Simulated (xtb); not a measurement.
B(Cl)(H)(SMe) (CH4BClS), SMILES CSBCl. All values are semi-empirical tight-binding results from xtb (GFN2-xTB unless named), good for trends rather than for accurate numbers. Coordinates come from a GFN2-xTB optimisation. One conformer was computed; it need not be the lowest.

Optimised geometry:

Bonds (Å): B1–Cl2 1.706, B1–H3 1.172, B1–S4 1.775, S4–C5 1.830, C5–H6 1.085, C5–H7 1.085, C5–H8 1.085. Bond angles (°): Cl2–B1–H3 119.8, Cl2–B1–S4 120.3, H3–B1–S4 119.8, B1–S4–C5 102.0, S4–C5–H6 109.5, S4–C5–H7 106.7, S4–C5–H8 109.5, H6–C5–H7 110.2, H6–C5–H8 110.7, H7–C5–H8 110.2.
Charge 0, spin multiplicity 1.

Computed properties:
- point group as xtb finds it = Cs
- orbital gap = 3.89 eV
- zero-point energy = 32.2 kcal/mol
- G − E(el) at 298.15 K (modified RRHO) = 13.4 kcal/mol
- static polarisability (D4 model) = 60.1 bohr³
- solvation energy, GFN2-xTB/ALPB(water) = -1.4 kcal/mol
- solvation energy, GFN2-xTB/ALPB(ether) = -5.5 kcal/mol

Computed atomic charges and the Wiberg bond orders between heavy atoms:
charges (e) B1 0.35, Cl2 -0.23, H3 -0.08, S4 -0.17, C5 -0.07, H6 0.06, H7 0.08, H8 0.06. Bond orders B1–Cl2 1.13, B1–S4 1.29, S4–C5 1.00.
